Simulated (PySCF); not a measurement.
Zr(Me)2(H)2 (C2H8Zr), SMILES [ZrH2]([CH3])[CH3], multiplicity 1. Geometry: PBE-D3(BJ)/def2-SVP. The multiplicity is an assumed one; other spin states were not compared. The def2 effective core potentials stand for the cores of Zr; spin–orbit coupling is left out.

Method: PBE-D3(BJ)/def2-SVP in PySCF.

Harmonic wavenumbers (cm⁻¹): 111, 112, 126, 215, 260, 285, 417, 459, 461, 530, 540, 562, 609, 1088, 1089, 1331, 1335, 1335, 1335, 1603, 1629, 2916, 2917, 3012, 3013, 3046, 3049. Rotational constants (GHz): 9.726, 4.424, 3.372; symmetry number 2.

**Question.** Work out the zero-point energy and the ideal-gas rigid-rotor harmonic-oscillator thermochemistry at 298.15 K and 1 atm.

**Answer.** ZPE = ½ Σ hcν = ½ × 33384 cm⁻¹ = 199.68 kJ/mol. H − E(el) = 223.25 kJ/mol. Entropy in J/(mol K): translation 168.79, rotation 99.71, vibration 81.33, total 349.83. G − E(el) = 118.94 kJ/mol. Cp = 120.56 J/(mol K). Modes under 150 cm⁻¹ make the vibrational entropy uncertain.
